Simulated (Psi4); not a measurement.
silicon monoxide (OSi), singlet, geometry from GFN2-xTB. Base run: CAM-B3LYP/6-31G** run with Psi4.

Input for Psi4:
```
memory 2 GB

molecule {
0 1
Si   -0.00000000   -0.00000000   -0.54858264
O     0.00000000    0.00000000    0.96001962
}

set {
  basis 6-31g**
}

energy('cam-b3lyp')
print_variables()
```

Each row names what was changed in the base input (with any setting that the change needs).

| change | ΔE vs base (mEh) | SCF cycles | grid points | basis functions | outcome |
|---|---|---|---|---|---|
| base | 0.000 | 8 | 42979 | 34 | converged |
| diis_max_vecs = 3 | 0.000 | 9 | 42979 | 34 | converged |
| dft_spherical_points = 110 | -0.104 | 8 | 15731 | 34 | converged |
| dft_radial_points = 150 | 0.000 | 8 | 85547 | 34 | converged |
| scf_type = cd | - | - | - | - | input refused |
| damping_percentage = 50 | - | - | - | 34 | not converged |
| soscf = true | 0.000 | 7 | 42979 | 34 | converged |
| dft_radial_points = 99 | 0.000 | 8 | 56809 | 34 | converged |
| guess = modhuckel | 0.000 | 8 | 42979 | 34 | converged |
| puream = true | 3.412 | 9 | 42979 | 32 | converged |
| scf_type = direct | -0.035 | 13 | 42979 | 34 | converged |
| scf_initial_accelerator = ediis | 0.000 | 8 | 42979 | 34 | converged |
| e_convergence = 1e-4 | 0.000 | 8 | 42979 | 34 | converged |

- scf_type = cd: ended with `psi4.driver.p4util.exceptions.ValidationError: SCF: SCF_TYPE (CD) not supported for range-separated functionals, plese use SCF_TYPE = 'DF' to automatically select the correct JK build.`
